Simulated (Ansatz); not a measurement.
`C[Si](N)(O)Br` + `CC(=O)O[SiH3]` → `C[Si](O)(Br)O[SiH3]` + `CC(N)=O`  (formal exchange of groups at the Si–N bond)

Program: Ansatz. Geometries: PBE0-D4/def2-TZVP. ΔE: electronic, gas phase. CBS: MP2 limit from def2 TZ/QZ plus the TZ coupled-cluster correction, frozen cores. For Br outer-core shells are correlated without core-valence functions, which leaves a few kJ/mol of doubt a bond. Scalar relativity is left out up to krypton. One conformer a species, not always the lowest.

| species | CCSD/CBS(def2) energy (Eh) |
| --- | --- |
| `C[Si](N)(O)Br` | -3034.06400 |
| `CC(=O)O[SiH3]` | -519.14797 |
| `C[Si](O)(Br)O[SiH3]` | -3344.26735 |
| `CC(N)=O` | -208.97150 |

Q: Work out ΔE.

A: ΔE = (-3344.26735) + (-208.97150) − (-3034.06400) − (-519.14797) = -0.02688 Eh = -16.9 kcal/mol. CCSD(T)/CBS gives -16.3 kcal/mol.

Largest T1 diagnostic among the species: 0.014.

In def2-TZVPP, CCSD(T) changes the Hartree–Fock value by +2.5 kcal/mol (the triples alone add +0.5 kcal/mol) and MP2 by +1.9 kcal/mol. From PBE to PBE0 (25 % exact exchange), in def2-TZVPP and without D4, ΔE moves by −0.9 kcal/mol.
